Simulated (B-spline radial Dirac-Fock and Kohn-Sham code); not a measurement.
## Dipole and non-dipole photoemission parameters of Mn²⁺ 3d5/2

System: manganese as Mn²⁺, 1s2 2s2 2p6 3s2 3p6 3d5; threshold 30.09 eV (orbital energy of the model). These are calculated numbers from a radial B-spline solver; the model is Dirac-Hartree-Slater photoionisation with a Latter tail; cross sections with all multipoles, angular parameters from the dipole term and its interference with E2.

The run's input, task.json:

```json
{"items": [{
  "Z": 25,
  "q": 2,
  "cfg": [[1, 0, 2], [2, 0, 2], [2, 1, 6], [3, 0, 2], [3, 1, 6], [3, 2, 5]],
  "A": 55,
  "rrms": 3.7057,
  "do": "xps",
  "hv": [100, 146.0, 183.0, 400, 597.0, 610.0, 621.0, 674.0, 722.0, 750.0, 1000, 1400.0, 1580.0, 2000, 2460.0, 2950.0, 2984.4, 3070.0, 3490.0, 3980.0, 4190.0, 4860.0, 5410.0, 8047.8, 8450.0, 12000, 13700.0, 13800.0, 15000]
}]}
```

Launch: `python xray2_run.py task.json out`

For linearly polarised light dσ/dΩ = σ/(4π) [1 + β P₂(cos θ) + (δ + γ cos²θ) sin θ cos φ], with θ from the polarisation vector and φ the angle between the beam and the projection of the electron momentum on the plane normal to the polarisation.

```csv
hν (eV),σ (kb),β,γ,δ
100,2170,0.865,0.019,0.016
146,?,?,?,?
183,607,1.151,0.068,0.024
400,71.3,1.234,0.211,0.038
597,20.4,1.160,0.317,0.051
610,19.0,1.155,0.323,0.052
621,17.9,1.150,0.329,0.053
674,13.7,1.127,0.353,0.057
722,10.9,1.106,0.373,0.060
750,9.58,1.094,0.384,0.062
1000,3.56,0.991,0.467,0.079
1400,1.06,0.860,0.560,0.108
1580,0.677,0.813,0.592,0.121
2000,0.278,0.726,0.650,0.150
2460,0.125,0.655,0.706,0.180
2950,0.0607,0.594,0.757,0.211
2984.4,0.0580,0.590,0.760,0.213
3070,0.0517,0.580,0.768,0.219
3490,0.0307,0.538,0.801,0.244
3980,0.0178,0.495,0.832,0.273
4190,0.0143,0.479,0.842,0.285
4860,0.00765,0.435,0.864,0.321
5410,0.00484,0.406,0.874,0.349
8047.8,0.000873,0.330,0.905,0.467
8450,0.000706,0.323,0.911,0.483
12000,0.000150,0.265,0.959,0.621
13700,8.27e-05,0.237,0.965,0.683
13800,8.00e-05,0.235,0.964,0.687
15000,5.47e-05,0.217,0.959,0.729
```

Task: Give the values at 146 eV.

Result: σ = 1030 kb, β = 1.068, γ = 0.043, δ = 0.020.
